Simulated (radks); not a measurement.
Values are calculated unless marked as measured or tabulated.
Removal energies from the dysprosium ion Dy+, [Xe] 4f10 6s1, by Delta-SCF beside the eigenvalue of the level emptied. Level of theory: non-relativistic Kohn-Sham, PBE, spin-polarised, spherical densities, point nucleus (a radial shooting solver on a logarithmic mesh with Libxc functionals). Open shells are filled with parallel spins first.

removed from         final configuration  Delta-SCF (eV)  -eigenvalue (eV)
6s                             [Xe] 4f10          11.108             8.603
4f                          [Xe] 4f9 6s1          19.498            11.338
5p            [Kr] 4d10 4f10 5s2 5p5 6s1          35.583            29.899
5s            [Kr] 4d10 4f10 5s1 5p6 6s1          53.484            47.315
